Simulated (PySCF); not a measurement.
C₄H₁₅BN₂.
SMILES with atom numbers: `[BH3-:1][N+:2]([CH3:3])([CH3:4])[CH2:5][CH2:6][NH2:7]` (hydrogens: H8, H9, H10 on B1; H11, H12, H13 on C3; H14, H15, H16 on C4; H17, H18 on C5; H19, H20 on C6; H21, H22 on N7)

Structure used (PBE0-D3(BJ)/def2-SVP), in Å, numbered top down from 1:
```
atom  x, y, z in Å
B1    -2.0140   -1.0207    0.5285
N2    -0.7467   -0.0530    0.1409
C3    -0.9016    0.3906   -1.2532
C4    -0.7679    1.1215    1.0363
C5     0.4899   -0.8601    0.3216
C6     1.7712   -0.3587   -0.3237
N7     2.1829    0.9546    0.1283
H8    -2.0097   -1.9257   -0.3007
H9    -3.0126   -0.3129    0.4589
H10   -1.7942   -1.4214    1.6673
H11   -0.1349    1.1346   -1.5158
H12   -1.9012    0.8295   -1.3615
H13   -0.8352   -0.4803   -1.9174
H14   -1.7229    1.6422    0.8959
H15   -0.7248    0.7664    2.0737
H16    0.0807    1.7825    0.8157
H17    0.6179   -0.9892    1.4066
H18    0.2613   -1.8570   -0.0824
H19    2.5210   -1.1596   -0.1488
H20    1.6380   -0.3198   -1.4170
H21    3.0098    1.2667   -0.3753
H22    2.4353    0.9334    1.1153
```

Computed with PySCF at wB97X-D/def2-SVPD, non-relativistic, on one gas-phase PBE0-D3(BJ)/def2-SVP geometry that isn't relaxed in the solvent. The solvent is an IEF-PCM continuum (Bondi radii, 1.10 Å for H, scaled by 1.2), and excitations are vertical TDDFT with non-equilibrium linear response and a frozen core. Specific hydrogen bonds and non-electrostatic terms are outside this model.

Gas-phase singlets (H = HOMO, L = LUMO):

```csv
state,E (eV),λ (nm),f,leading configurations
S1,6.704,185,0.014,"H→L 44%, H-2→L 33%"
S2,7.708,161,0.063,"H-1→L 45%, H-1→L+1 30%"
S3,7.736,160,0.051,"H→L 23%, H→L+1 20%, H-2→L 20%"
S4,7.861,158,0.007,"H→L+2 46%, H-2→L+2 32%"
S5,8.126,153,0.078,"H→L+3 30%, H-2→L+3 21%, H→L+4 11%"
```

Problem. What are the lowest 5 singlets in chloroform (ε = 4.711)?

Solution. 
| state | E (eV) | λ (nm) | f | leading configurations | change by rank (eV) |
| --- | --- | --- | --- | --- | --- |
| S1 | 6.817 | 182 | 0.017 | H→L+1 50%, H→L 35% | +0.113 |
| S2 | 7.938 | 156 | 0.011 | H→L+2 65% | +0.230 |
| S3 | 7.976 | 155 | 0.104 | H-1→L 72%, H-1→L+1 12% | +0.240 |
| S4 | 7.988 | 155 | 0.113 | H-2→L 72%, H-2→L+1 12% | +0.127 |
| S5 | 8.086 | 153 | 0.123 | H→L+4 38%, H→L+3 26%, H→L 9% | -0.040 |

Problem. How do the frontier levels move from gas to chloroform?

Solution. 
```
orbital  gas (eV)  solvent (eV)  change (eV)                    Löwdin shares, gas                 Löwdin shares, solvent
 LUMO+2      2.75          3.10        +0.35   H20 15 %, H22 14 %, C4 8 %, H15 8 %  C3 11 %, H22 11 %, H20 11 %, H13 10 %
 LUMO+1      2.59          2.65        +0.06     B1 34 %, H21 9 %, H22 5 %, C3 5 %    B1 27 %, C6 14 %, H21 10 %, H19 8 %
   LUMO      1.92          2.18        +0.26  C6 16 %, H21 10 %, H22 10 %, H19 8 %        B1 39 %, C6 6 %, C3 4 %, C4 4 %
   HOMO     -9.37         -9.03        +0.34   N7 28 %, B1 20 %, H9 11 %, H10 10 %     N7 57 %, C6 13 %, H19 7 %, H21 5 %
 HOMO-1     -9.42         -9.85        -0.43    B1 40 %, H8 27 %, H9 14 %, H10 5 %              B1 40 %, H8 22 %, H9 22 %
 HOMO-2     -9.49         -9.89        -0.40    N7 26 %, B1 23 %, H10 17 %, H9 6 %      B1 40 %, H10 29 %, H9 9 %, H8 9 %
 HOMO-3    -10.91        -10.93        -0.02      N2 29 %, B1 20 %, N7 8 %, C6 5 %       N2 29 %, B1 17 %, C6 7 %, N7 6 %
```

The HOMO–LUMO gap goes from 11.29 to 11.21 eV. Rows go by rank; for HOMO-2, HOMO-1, HOMO, LUMO, LUMO+1 and LUMO+2 the atom shares or the degeneracy differ between the runs, so the row needn't follow one orbital.
